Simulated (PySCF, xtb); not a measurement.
CH3F2Sb, SMILES [F][Sb]([F])[CH3].

GFN2-xTB (xtb) at its own geometry gives an orbital gap of 4.29 eV and a dipole moment of 5.10 D.

Coordinates come from a PBE-D3(BJ)/def2-SVP optimisation. The def2 effective core potentials stand for the cores of Sb; spin–orbit coupling is left out.

Question: What does ωB97X/def2-TZVPD in PySCF give? (The exact figures need the calculation; the answer reports its results.)

Answer: gap 10.58 eV (levels -10.21 and 0.37 eV), dipole 3.78 D.
